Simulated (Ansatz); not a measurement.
Two members of one family (Si nanocrystals, cubic, H-capped), computed with Ansatz in the gas phase. Binding counts from free atoms in the multiplicity of their measured ground term, without zero-point energy. Sets without diffuse functions give affinities that are too small. A dash marks a value that wasn't run or was left out as unsound. The structures are stationary points that may keep the symmetry of their start. Remarks come from the PBE and PBE0 runs and from stability tests at other levels; not every state was tested. A HOMO above zero means that the electron is unbound at that level and held by the basis, or that self-interaction error raises the level; the energy of removing that electron tells which. HOMO above LUMO (over both spins in singlets and doublets, within one spin in higher multiplets; at PBE or PBE0), or a gap under 0.15 eV within one spin, warns that the state may not be the lowest or that an electron is smeared out.

First: Si20H28 (singlet, charge 0, PBE-D4/def2-SVP geometry).

```xyz
48

Si    2.527   -1.140    3.352
Si   -3.729   -0.024    2.363
Si   -2.668    2.567   -1.013
Si    3.685    0.851    0.191
Si    1.029    2.710   -1.855
Si   -0.056    0.628    1.143
Si    0.023   -3.167    1.101
Si   -2.458   -1.326   -1.103
Si    1.259   -1.132   -2.017
Si   -1.389    0.730   -4.116
Si   -1.486    0.333    2.987
Si    2.148    0.726    1.968
Si    2.077   -3.177    2.254
Si   -0.510    2.582   -0.076
Si   -3.968   -1.649    0.674
Si   -2.920    0.630   -2.327
Si    3.224    2.825   -1.012
Si    3.485   -0.984   -1.271
Si    0.797    0.824   -3.245
Si   -0.269   -1.255   -0.238
H     3.959   -1.141    3.830
H     1.635   -1.036    4.563
H    -4.516   -0.462    3.576
H    -4.315    1.278    1.879
H    -2.818    3.777   -1.904
H    -3.733    2.635    0.052
H     5.089    0.907    0.744
H     0.725    3.947   -2.671
H    -1.095   -3.194    2.113
H    -0.098   -4.407    0.248
H    -2.561   -2.504   -2.047
H     1.075   -2.338   -2.910
H    -1.659    1.949   -4.965
H    -1.542   -0.497   -4.982
H    -1.386    1.529    3.902
H    -1.004   -0.874    3.753
H     2.291    1.982    2.799
H     2.063   -4.289    3.277
H     3.186   -3.464    1.276
H    -0.331    3.780    0.828
H    -5.385   -1.619    0.154
H    -3.725   -3.010    1.276
H    -4.330    0.564   -2.865
H     3.360    4.018   -0.097
H     4.206    2.983   -2.149
H     4.381   -0.748   -2.464
H     3.928   -2.257   -0.598
H     1.797    0.937   -4.375
```

| level | HOMO (eV) | LUMO (eV) | gap (eV) | vertical EA (eV) | vertical triplet (eV) | binding per atom (eV) |
| --- | --- | --- | --- | --- | --- | --- |
| PBE-D4/def2-SVP | -6.18 | -2.10 | 4.07 | 0.78 | 3.99 | 3.27 |
| PBE-D4/def2-TZVP | -6.17 | -2.23 | 3.94 | – | – | 3.27 |
| r2SCAN-D4/def2-SVP | -6.44 | -2.03 | 4.41 | – | – | 3.28 |
| PBE0-D4/def2-SVP | -7.14 | -1.47 | 5.68 | 0.58 | 4.62 | 3.27 |
| PBE0-D4/def2-TZVP | -7.09 | -1.54 | 5.55 | – | – | 3.27 |

Remarks: HOMO above zero (-1 doublet), gap within one spin near zero at PBE or PBE0 (-1 doublet), gap within one spin near zero at PBE or PBE0 (triplet).

Second: Si20H30 (singlet, charge 0, PBE-D4/def2-SVP geometry).

```xyz
50

Si   -2.952   -0.045    0.141
Si   -1.569   -0.116    3.798
Si   -0.425   -2.821   -0.774
Si    0.843   -2.763    2.924
Si   -1.733    3.399    1.528
Si   -0.574    0.423   -2.869
Si    0.537    3.846   -1.344
Si    0.796    0.492    0.705
Si    3.419   -2.256   -0.339
Si    3.275    0.838   -2.338
Si   -3.276   -0.838    2.337
Si   -3.420    2.256    0.339
Si   -0.796   -0.492   -0.706
Si    0.575   -0.422    2.868
Si   -0.536   -3.846    1.346
Si    1.733   -3.399   -1.527
Si    0.424    2.821    0.775
Si   -0.842    2.764   -2.923
Si    1.569    0.116   -3.798
Si    2.952    0.046   -0.142
H    -3.978   -0.682   -0.770
H    -1.810    1.321    4.174
H    -1.639   -0.938    5.064
H    -1.453   -3.454   -1.684
H     0.456   -3.234    4.306
H     2.276   -3.163    2.691
H    -1.895    3.132    3.001
H    -1.910    4.884    1.312
H    -1.604   -0.212   -3.777
H     0.066    5.273   -1.188
H     1.950    3.889   -1.864
H     3.603   -2.901    1.010
H     4.720   -2.395   -1.093
H     3.362    2.341   -2.379
H     4.596    0.291   -2.830
H    -4.595   -0.291    2.829
H    -3.362   -2.341    2.376
H    -4.721    2.395    1.093
H    -3.604    2.902   -1.010
H     1.603    0.215    3.776
H    -1.948   -3.889    1.866
H    -0.063   -5.272    1.188
H     1.910   -4.884   -1.309
H     1.894   -3.134   -3.001
H     1.452    3.453    1.686
H    -2.275    3.164   -2.690
H    -0.456    3.236   -4.305
H     1.638    0.935   -5.065
H     1.809   -1.323   -4.173
H     3.978    0.682    0.769
```

**Question.** Estimate how these quantities change from the first to the second (second minus first).

**Answer.** 
```
             level  Δ HOMO (eV)  Δ LUMO (eV)  Δ gap (eV)  Δ vertical EA (eV)  Δ vertical triplet (eV)  Δ binding per atom (eV)
   PBE-D4/def2-SVP        -0.14        -0.07        0.07                0.11                     0.09                    -0.05
  PBE-D4/def2-TZVP        -0.13        -0.07        0.06                   –                        –                    -0.05
r2SCAN-D4/def2-SVP        -0.14        -0.09        0.05                   –                        –                    -0.05
  PBE0-D4/def2-SVP        -0.15        -0.06        0.08                0.07                     0.08                    -0.05
 PBE0-D4/def2-TZVP        -0.14        -0.06        0.09                   –                        –                    -0.05
```

Remarks: HOMO above zero (-1 doublet), gap within one spin near zero at PBE or PBE0 (-1 doublet), gap within one spin near zero at PBE or PBE0 (triplet).
